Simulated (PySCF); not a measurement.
Sn(OH)4.
Bonds: Sn1–O2, Sn1–O4, Sn1–O6, Sn1–O8. Hydrogens: H3 on O2; H5 on O4; H7 on O6; H9 on O8.

Level of theory: PBE0-D3(BJ)/def2-SVP geometry optimisation, gas phase, def2 core potentials past Kr in PySCF 2.14.0.

Problem. List the bond lengths, angles and torsions at this level.

Solution. 
```
                   bond  length (Å)
Sn1–O2 and 3 like bonds       1.965
 O2–H3 and 3 like bonds       0.965
```

Bonds in one row agree within 0.01 Å and their mean is given. A selection of angles:
```
    angle  degrees
O2–Sn1–O4    106.6
O2–Sn1–O6    105.8
O2–Sn1–O8    116.0
Sn1–O2–H3    110.3
Sn1–O4–H5    110.9
```

Torsions: H3–O2–Sn1–O4 149° (anticlinal); H5–O4–Sn1–O2 -27° (synperiplanar); H7–O6–Sn1–O2 -152° (antiperiplanar); H9–O8–Sn1–O2 -93° (anticlinal).

Sn1 (tin bonded to 4 O) is distorted tetrahedral (angles from 105.8° to 116.2°). All 4 O–Sn bonds measure 1.964 to 1.966 Å.

Not checked by PBE0-D3(BJ)/def2-SVP frequencies.
